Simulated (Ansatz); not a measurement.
Geometry optimisation, RKS BLYP/def2-SVP (Ansatz 0.2.0).

input.yaml

```yaml
crystal:
  periodic: [false, false, false]
  atoms:
    - { symbol: Ge, position_ang: [0.0, 0.0, 0.0] }
    - { symbol: H, position_ang: [1.0763, 0.0, 1.3798] }
    - { symbol: H, position_ang: [1.6596, 0.0, 0.5553] }
    - { symbol: Cl, position_ang: [-1.0456, 1.8115, -0.7393] }
    - { symbol: Cl, position_ang: [-1.0456, -1.8115, -0.7393] }
basis:
  gaussian: { orbitals: def2-SVP }
hamiltonian:
  xc: blyp
relax:
  f_tol: 0.15
  max_steps: 25
  restrain:
    - { distance: [1, 2], at: 1.86, k: 30.0 }
    - { distance: [0, 1], at: 1.55, k: 30.0 }
    - { distance: [0, 2], at: 1.55, k: 30.0 }
```

Run as:

```bash
$ ansatz run input.yaml --threads 1 --pin off --max-ram 2048MiB --backend cpu --events-out ev --progress --plain --runs-dir out
```

Problem. Where does it end, and by what steps?

Solution. It converged. The restraints hold the end off the free minimum. After 4 steps the energy has fallen by 3.781 eV (the restraints' own energy left out); H3 moved furthest, 0.55 Å.

```json
{"step": "0", "energy less start (eV)": "0.0000", "largest force component (eV/Å)": "3.408", "accepted": "yes"}
{"step": "1", "energy less start (eV)": "-1.5365", "largest force component (eV/Å)": "3.368", "accepted": "yes"}
{"step": "2", "energy less start (eV)": "-2.8990", "largest force component (eV/Å)": "2.413", "accepted": "yes"}
{"step": "3", "energy less start (eV)": "-3.7191", "largest force component (eV/Å)": "1.787", "accepted": "yes"}
{"step": "4", "energy less start (eV)": "-3.7814", "largest force component (eV/Å)": "1.740", "accepted": "yes"}
```

```xyz
5
Properties=species:S:1:pos:R:3
Ge 0.154 0.000 0.109
H 0.564 0.000 1.582
H 1.680 0.000 0.005
Cl -0.876 1.775 -0.620
Cl -0.876 -1.775 -0.620
```

The run took 8.5 s on 1 thread of Intel(R) Xeon(R) Platinum 8488C (Sapphire Rapids), with other jobs on the host, peak memory 0.16 GiB.
